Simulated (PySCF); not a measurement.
Be (beryllium, neutral): PBE0 calculation

Configuration: [He] 2s2, closed-shell 1S. Computed with PySCF 2.14 in ANO-RCC-VTZP (4s3p2d1f, 30 functions), with scalar relativity by spin-free X2C-1e.

* Total energy: -14.6386 hartree
* One-electron energy: -19.0909 hartree
* Hartree (Coulomb) energy: 7.1857 hartree
* Exchange-correlation energy: -2.7335 hartree
* ⟨S²⟩: 0.0000
* ⟨L²⟩: 0.000
* Sum of ⟨r⟩: 6.029 bohr
* Sum of ⟨r²⟩: 16.57 bohr²
* Langevin diamagnetic susceptibility: -13.1 ×10⁻⁶ cm³/mol

| shell | electrons | mean orbital energy (hartree) | rms radius, mean of both spins (bohr) |
| --- | --- | --- | --- |
| 1s | 2 | -4.11137 | 0.488 |
| 2s | 2 | -0.23808 | 2.84 |
